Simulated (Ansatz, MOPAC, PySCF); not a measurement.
System: Cs2, net charge 0, singlet state. SMILES: [Cs][Cs]
Structure (B3LYP-D3(BJ)/def2-TZVP (Ansatz, an electronic-structure program) minimum search):
```
Cs
Cs 1 4.7386
```
Charge 0, spin multiplicity 1.

Unscaled harmonic wavenumbers (cm⁻¹) in rising order, each level at the stationary point that it reaches from this structure (no distance between atoms moves by over 0.3 Å); the order of modes can differ between levels, and a negative number is imaginary. B3LYP-D3(BJ)/def2-TZVP (PySCF, at the structure above): 39.

AM1 (MOPAC): 52. Zero-point energy 0.1 against 0.1 kcal/mol.

HF/LANL2DZ (Ansatz): 37. Zero-point energy 0.1 against 0.1 kcal/mol.

B3LYP/LANL2DZ (Ansatz): 38. Zero-point energy 0.1 against 0.1 kcal/mol.
